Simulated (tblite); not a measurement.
Compound: C4H3F3NO (doublet state).
Atom-mapped SMILES: `[H]/[N:4]=[C:3]/[C:2](=[CH2:1])[O:5][C:6]([F:7])([F:8])[F:9]` (hydrogens: H10, H11 on C1; H12 on N4)

A start from a force field or distance geometry was refined with GFN2-xTB geometry optimisation, gas phase (tblite 0.8.0). Values at the start:

```csv
coordinate,start
C1=C2,1.324 Å
C1–H10,1.091 Å
C1–H11,1.089 Å
C2–C3,1.448 Å
C2–O5,1.379 Å
C3=N4,1.280 Å
N4–H12,1.034 Å
O5–C6,1.390 Å
C6–F7,1.404 Å
C6–F8,1.366 Å
C1–C2–C3,122.7°
C1–C2–O5,119.8°
C2–C3–N4,122.9°
C2–O5–C6,126.7°
C3–C2–O5,117.5°
O5–C6–F8,115.8°
F7–C6–F8,107.6°
F8–C6–F9,108.9°
```

Problem. How do these coordinates change at the GFN2-xTB level?

Solution. 
```tsv
coordinate	GFN2-xTB (Å or °)	change
C2–C3	1.358	-0.090
C6–F7	1.327	-0.077
O5–C6	1.313	-0.077
C3=N4	1.211	-0.069
C1=C2	1.369	+0.045
C2–O5	1.421	+0.042
C6–F8	1.344	-0.022
C1–H10	1.071	-0.020
C1–H11	1.070	-0.019
N4–H12	1.016	-0.018
C2–C3–N4	159.6	+36.7
C2–O5–C6	117.7	-9.0
F8–C6–F9	105.0	-3.9
C1–C2–O5	116.2	-3.6
C1–C2–C3	124.9	+2.2
O5–C6–F8	114.5	-1.3
C3–C2–O5	118.6	+1.1
F7–C6–F8	107.0	-0.6
```

The energy falls by 32.7 kcal/mol over 145 L-BFGS steps, the largest force on an atom goes from 4.88 to 0.006 eV/Å, and the atoms move by 0.915 Å rms after alignment. The bond that changes most is C2–C3 (ends: carbon bonded to 2 C and O; carbon bonded to C and N), which shortens by 0.090 Å. Bonds longer at the end by more than 0.005 Å: 2 of 11; shorter: 9. Among the dihedrals that turn most is C2–C3–N4–H12, from -2° to 176°. Rotational constants go from 3102, 1049, 917.4 to 2600, 1414, 1091 MHz.

Its GFN2-xTB frequencies are all real (lowest 33 cm⁻¹). 3 starts were optimised and ended at 0.00, 0.00 and 1.25 kcal/mol (GFN2-xTB); the lowest of these is shown.

One conformer stands for the species.

These are computed values.
